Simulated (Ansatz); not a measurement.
A trace of molecular dynamics of CH₈N₂OSi (13 atoms, charge 0, multiplicity 1).

The calculation used RKS PBE0/6-31G (Ansatz).

- ensemble: NVE (velocity Verlet)
- starting velocities drawn for: 200 K
- seed: 2050

```csv
time (fs),T (K),potential energy less start (eV),conserved less start (meV/atom)
0,200,0.000,0.00
5,110,0.174,3.61
10,72,0.221,2.95
15,128,0.127,1.88
20,111,0.230,8.03
25,83,0.280,8.72
30,121,0.297,14.21
35,208,0.890,69.32
40,455,1.366,132.96
45,1270,7.155,667.45
50,2250,6.680,738.00
55,539729,52.811,63072.79
60,2305880,18.131,253575.77
65,2308250,19.591,253947.26
70,2304456,23.212,253811.07
75,2304064,24.185,253843.00
80,2303490,24.893,253834.67
85,2303354,25.173,253841.27
90,2303877,24.403,253839.29
95,2303720,24.734,253847.64
100,2304122,24.686,253887.91
```

Task: Can this run be trusted? Judge the integration.

Result: The conserved energy changed by up to 250000 meV per atom, so the integration failed: the time step of 2.5 fs is too long for the fastest motions that this run met, and the later frames carry no physical meaning.

The run took 12 min on 1 thread of Arm Neoverse V2, with other jobs on the host, peak memory 0.18 GiB.
